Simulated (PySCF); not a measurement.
BHandHLYP single point of singlet Ge(OH)2 at its PBE0 minimum.

An equivalent PySCF input for this run (the driver started from the density of an earlier step):

```python
from pyscf import gto, scf, dft
mol = gto.M(atom='''
Ge     0.000000     0.000000    -0.374593
O      1.371277    -0.199976     0.758582
O     -1.371277     0.199976     0.758582
H      1.200355    -0.175050     1.708015
H     -1.200355     0.175050     1.708015''',
    basis={'Ge': 'def2-SVP', 'O': 'def2-SVP', 'H': 'def2-SVP'},
    charge=0, spin=0)
mf = dft.RKS(mol, xc='BHANDHLYP')
mf.grids.atom_grid = (75, 302)
aux = {'Ge': 'def2-universal-JKFIT', 'O': 'def2-universal-JKFIT', 'H': 'def2-universal-JKFIT'}
mf = mf.density_fit(auxbasis=aux)
mf.conv_tol = 1e-08
mf.diis_space = 10
mf.max_cycle = 60
mf.verbose = 4
mf.kernel()
```

Excerpt of the output:

```
init E= -2228.21718448271
  HOMO = -0.323146944660271  LUMO = -0.0166817491774314  gap/eV = 8.33934
cycle= 1 E= -2228.21915135489  delta_E= -0.00197  |g|= 0.0582  |ddm|= 0.13
  HOMO = -0.325246629164462  LUMO = -0.0189490966838899  gap/eV = 8.33478
cycle= 2 E= -2228.21901803686  delta_E= 0.000133  |g|= 0.061  |ddm|= 0.0711
  HOMO = -0.326138942363957  LUMO = -0.0197151549661143  gap/eV = 8.33822
cycle= 3 E= -2228.21969370048  delta_E= -0.000676  |g|= 0.00775  |ddm|= 0.0399
  HOMO = -0.325945763409605  LUMO = -0.0195228841763471  gap/eV = 8.33819
cycle= 4 E= -2228.21970223441  delta_E= -8.53e-06  |g|= 0.00142  |ddm|= 0.00443
  HOMO = -0.325770767922501  LUMO = -0.0193893509332215  gap/eV = 8.33706
cycle= 5 E= -2228.21970268984  delta_E= -4.55e-07  |g|= 0.000381  |ddm|= 0.00205
  HOMO = -0.325822686015113  LUMO = -0.0194443790960031  gap/eV = 8.33698
cycle= 6 E= -2228.21970273216  delta_E= -4.23e-08  |g|= 5.2e-05  |ddm|= 0.000542
  HOMO = -0.325819444538695  LUMO = -0.0194462844453249  gap/eV = 8.33684
cycle= 7 E= -2228.21970273441  delta_E= -2.25e-09  |g|= 8.71e-06  |ddm|= 0.000143
  HOMO = -0.325817859850224  LUMO = -0.019445321582432  gap/eV = 8.33682
Extra cycle  E= -2228.21970273444  delta_E= -2.55e-11  |g|= 5.26e-06  |ddm|= 1.42e-05
converged SCF energy = -2228.21970273444
```

This run, together with those of the ionised and electron-attached species (not shown), took 5.6 s on 2 threads of a shared Arm Neoverse V1 host, with 70 basis functions; the process peaked at 0.87 GiB. Launch command: `OMP_NUM_THREADS=2 python axn.py task.json out`.
